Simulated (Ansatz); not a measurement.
Harmonic vibrations of C2HFSe, SMILES `FC#C[SeH]` by finite differences.

```yaml
crystal:
  periodic: [false, false, false]
  atoms:
    - {symbol: F, position_ang: [1.385976, -1.408665, 1.583544]}
    - {symbol: C, position_ang: [0.658917, -0.811361, 0.728314]}
    - {symbol: C, position_ang: [-0.022311, -0.235694, -0.071390]}
    - {symbol: Se, position_ang: [-1.098206, 0.495164, -1.352385]}
    - {symbol: H, position_ang: [-0.874476, 1.886856, -0.929582]}
basis:
  gaussian: {orbitals: def2-TZVP}
hamiltonian: {xc: pbe0, dispersion: d4}
phonons: {temperatures: {t_min: 298.15, t_max: 900, t_step: 200}}
```

```sh
$ ansatz run in.yaml --threads 2 --pin off --events-out ev --progress --plain --max-ram 4352MiB
```

It prints (some lines left out):

```
Functional definition: PBE0
  name "PBE0"
  cite "Adamo & Barone, J. Chem. Phys. 110, 6158 (1999) doi:10.1063/1.478522"
  cite "Perdew, Burke & Ernzerhof, Phys. Rev. Lett. 77, 3865 (1996) doi:10.1103/PhysRevLett.77.3865"
  parent pbe
  parameter a = 0.25
  parameter kappa = 0.804
  parameter beta = 0.06672455060314922
  exchange = (1 - a)*pbe_x(kappa = kappa, mu = beta*pi^2/3) + a*exact_x
  correlation = pbe_c(beta = beta)
mean field -70142.67558238 eV, -2577.6957832393 hartree, gradient 4.8e-5 eV, S^2 0.000000; 0 other end points of the search recorded, 0 dependent functions left out
the calculation of the forces begins
these checks for a lower state are left out or cut short: stability, starts, cluster_reference, orbital_swaps, neighbouring_geometries, increment
mean field -70142.67553458 eV, -2577.6957814827 hartree, gradient 2.3e-6 eV, S^2 0.000000; 0 other end points of the search recorded, 0 dependent functions left out
the calculation of the forces begins
these checks for a lower state are left out or cut short: stability, starts, cluster_reference, orbital_swaps, neighbouring_geometries, increment
mean field -70142.67551011 eV, -2577.6957805835 hartree, gradient 2.1e-6 eV, S^2 0.000000; 0 other end points of the search recorded, 0 dependent functions left out
the calculation of the forces begins
these checks for a lower state are left out or cut short: stability, starts, cluster_reference, orbital_swaps, neighbouring_geometries, increment
mean field -70142.67553555 eV, -2577.6957815184 hartree, gradient 2.2e-6 eV, S^2 0.000000; 0 other end points of the search recorded, 0 dependent functions left out
the calculation of the forces begins
these checks for a lower state are left out or cut short: stability, starts, cluster_reference, orbital_swaps, neighbouring_geometries, increment
mean field -70142.67554332 eV, -2577.6957818038 hartree, gradient 2.3e-6 eV, S^2 0.000000; 0 other end points of the search recorded, 0 dependent functions left out
the calculation of the forces begins
these checks for a lower state are left out or cut short: stability, starts, cluster_reference, orbital_swaps, neighbouring_geometries, increment
mean field -70142.67551566 eV, -2577.6957807874 hartree, gradient 2.4e-6 eV, S^2 0.000000; 0 other end points of the search recorded, 0 dependent functions left out
the calculation of the forces begins
these checks for a lower state are left out or cut short: stability, starts, cluster_reference, orbital_swaps, neighbouring_geometries, increment
mean field -70142.67548556 eV, -2577.6957796812 hartree, gradient 2.1e-6 eV, S^2 0.000000; 0 other end points of the search recorded, 0 dependent functions left out
the calculation of the forces begins
these checks for a lower state are left out or cut short: stability, starts, cluster_reference, orbital_swaps, neighbouring_geometries, increment
mean field -70142.67541321 eV, -2577.6957770224 hartree, gradient 2.0e-6 eV, S^2 0.000000; 0 other end points of the search recorded, 0 dependent functions left out
the calculation of the forces begins
these checks for a lower state are left out or cut short: stability, starts, cluster_reference, orbital_swaps, neighbouring_geometries, increment
mean field -70142.67540764 eV, -2577.6957768177 hartree, gradient 2.5e-6 eV, S^2 0.000000; 0 other end points of the search recorded, 0 dependent functions left out
[...]
mean field -70142.67539147 eV, -2577.6957762235 hartree, gradient 2.5e-6 eV, S^2 0.000000; 0 other end points of the search recorded, 0 dependent functions left out
the calculation of the forces begins
these checks for a lower state are left out or cut short: stability, starts, cluster_reference, orbital_swaps, neighbouring_geometries, increment
mean field -70142.67539560 eV, -2577.6957763751 hartree, gradient 1.9e-6 eV, S^2 0.000000; 0 other end points of the search recorded, 0 dependent functions left out
the calculation of the forces begins
these checks for a lower state are left out or cut short: stability, starts, cluster_reference, orbital_swaps, neighbouring_geometries, increment
mean field -70142.67554051 eV, -2577.6957817008 hartree, gradient 2.1e-6 eV, S^2 0.000000; 0 other end points of the search recorded, 0 dependent functions left out
the calculation of the forces begins
these checks for a lower state are left out or cut short: stability, starts, cluster_reference, orbital_swaps, neighbouring_geometries, increment
mean field -70142.67556035 eV, -2577.6957824296 hartree, gradient 2.4e-6 eV, S^2 0.000000; 0 other end points of the search recorded, 0 dependent functions left out
the calculation of the forces begins
these checks for a lower state are left out or cut short: stability, starts, cluster_reference, orbital_swaps, neighbouring_geometries, increment
mean field -70142.67551694 eV, -2577.6957808344 hartree, gradient 2.4e-6 eV, S^2 0.000000; 0 other end points of the search recorded, 0 dependent functions left out
the calculation of the forces begins
these checks for a lower state are left out or cut short: stability, starts, cluster_reference, orbital_swaps, neighbouring_geometries, increment
mean field -70142.67549666 eV, -2577.6957800893 hartree, gradient 2.1e-6 eV, S^2 0.000000; 0 other end points of the search recorded, 0 dependent functions left out
the calculation of the forces begins
these checks for a lower state are left out or cut short: stability, starts, cluster_reference, orbital_swaps, neighbouring_geometries, increment
mean field -70142.67552145 eV, -2577.6957810002 hartree, gradient 2.0e-6 eV, S^2 0.000000; 0 other end points of the search recorded, 0 dependent functions left out
the calculation of the forces begins
these checks for a lower state are left out or cut short: stability, starts, cluster_reference, orbital_swaps, neighbouring_geometries, increment
mean field -70142.67554461 eV, -2577.6957818514 hartree, gradient 2.5e-6 eV, S^2 0.000000; 0 other end points of the search recorded, 0 dependent functions left out
the calculation of the forces begins
these checks for a lower state are left out or cut short: stability, starts, cluster_reference, orbital_swaps, neighbouring_geometries, increment
mean field -70142.67557489 eV, -2577.6957829640 hartree, gradient 2.2e-6 eV, S^2 0.000000; 0 other end points of the search recorded, 0 dependent functions left out
the calculation of the forces begins
these checks for a lower state are left out or cut short: stability, starts, cluster_reference, orbital_swaps, neighbouring_geometries, increment
mean field -70142.67558096 eV, -2577.6957831871 hartree, gradient 2.3e-6 eV, S^2 0.000000; 0 other end points of the search recorded, 0 dependent functions left out
the calculation of the forces begins
these checks for a lower state are left out or cut short: stability, starts, cluster_reference, orbital_swaps, neighbouring_geometries, increment
mean field -70142.67552571 eV, -2577.6957811568 hartree, gradient 2.2e-6 eV, S^2 0.000000; 0 other end points of the search recorded, 0 dependent functions left out
the calculation of the forces begins
these checks for a lower state are left out or cut short: stability, starts, cluster_reference, orbital_swaps, neighbouring_geometries, increment
mean field -70142.67551798 eV, -2577.6957808725 hartree, gradient 2.3e-6 eV, S^2 0.000000; 0 other end points of the search recorded, 0 dependent functions left out
the calculation of the forces begins
these checks for a lower state are left out or cut short: stability, starts, cluster_reference, orbital_swaps, neighbouring_geometries, increment
mean field -70142.67556915 eV, -2577.6957827530 hartree, gradient 2.2e-6 eV, S^2 0.000000; 0 other end points of the search recorded, 0 dependent functions left out
the calculation of the forces begins
these checks for a lower state are left out or cut short: stability, starts, cluster_reference, orbital_swaps, neighbouring_geometries, increment
mean field -70142.67557608 eV, -2577.6957830079 hartree, gradient 2.2e-6 eV, S^2 0.000000; 0 other end points of the search recorded, 0 dependent functions left out
the calculation of the forces begins
Total energy: -70142.75364820 eV, -2577.6986521054 hartree
Atom 0 at     1.385976    -1.408665     1.583544 Å, force     0.001414     0.001163     0.001874 eV/Å
Atom 1 at     0.658917    -0.811361     0.728314 Å, force    -0.002227    -0.002572    -0.003080 eV/Å
Atom 2 at    -0.022311    -0.235694    -0.071390 Å, force    -0.000772     0.002006    -0.000687 eV/Å
Atom 3 at    -1.098206     0.495164    -1.352385 Å, force     0.001755    -0.000675     0.002103 eV/Å
Atom 4 at    -0.874476     1.886856    -0.929582 Å, force    -0.000170     0.000078    -0.000211 eV/Å
Dipole moment:    -0.031564     0.155068    -0.024034 e Å
Vibrations: 167.42 200.92 354.54 430.33 456.85 855.52 1212.17 2399.70 2424.78 cm⁻¹, zero-point energy 0.527071 eV
```

Hardware: 2 threads of an Arm Neoverse V1 on a shared host. Wall time 61 s, peak host memory 0.36 GiB.
